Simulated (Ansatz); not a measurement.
`F/C=C(\Cl)Br`, charge 0, multiplicity 1.

(1) Give a relaxed structure at PBE0-D4/def2-TZVP (Ansatz). (Best estimate.)

## Answers

(1) Ansatz gave: 
Cartesian coordinates in Å:
```
F 1.695 0.219 0.670
C 0.562 0.502 0.043
C -0.430 -0.375 -0.036
Cl -0.345 -1.928 0.651
Br -2.005 0.090 -0.938
H 0.522 1.493 -0.389
```
Point group Cs.
